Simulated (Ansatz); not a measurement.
`F[SiH2]N([SiH3])[SiH3]`, relaxed with RKS PBE-D4/def2-SVP in the Gaussian-basis code of Ansatz from a rough embedded geometry. The force threshold is 0.03 eV/Å; the program also tests the step.

The species carries charge 0 and has multiplicity 1.

Start:

```xyz
13

F     1.188    1.792   -0.563
Si   -0.344    1.525   -0.212
N    -0.591   -0.114    0.147
Si   -0.167   -0.985   -1.261
Si    0.265   -0.555    1.483
H    -0.788    2.368    0.943
H    -1.153    1.954   -1.414
H    -0.469   -2.418   -0.963
H    -0.887   -0.602   -2.411
H     1.337   -0.894   -1.520
H     1.768   -0.403    1.282
H    -0.147    0.290    2.618
H    -0.012   -1.957    1.871
```

| step | energy (eV) | largest force (eV/Å) | largest move (Å) |
| --- | --- | --- | --- |
| 1 | -27944.3624 | 4.398 | 0.000 |
| 2 | -27945.0718 | 2.052 | 0.195 |
| 3 | -27945.2911 | 0.280 | 0.195 |
| 4 | -27945.3579 | 0.097 | 0.200 |
| 5 | -27945.3725 | 0.128 | 0.200 |
| 6 | -27945.3779 | 0.030 | 0.064 |
| 7 | -27945.3792 | 0.059 | 0.072 |
| 8 | -27945.3798 | 0.032 | 0.015 |
| 9 | -27945.3801 | 0.003 | 0.018 |
| 10 | -27945.3804 | 0.021 | 0.043 |
| 11 | -27945.3805 | 0.015 | 0.045 |

End:

```xyz
13

F     0.837    2.578   -0.596
Si   -0.491    1.687   -0.226
N    -0.081    0.007    0.012
Si   -0.014   -1.120   -1.362
Si    0.448   -0.589    1.601
H    -1.048    2.244    1.047
H    -1.430    1.806   -1.386
H    -0.832   -2.346   -1.051
H    -0.568   -0.423   -2.571
H     1.399   -1.561   -1.636
H     1.906   -0.966    1.585
H     0.221    0.498    2.612
H    -0.345   -1.814    1.971
```

It took 22 s on 4 threads of a server CPU on a shared host, with 0.2 GiB of host memory at the peak.
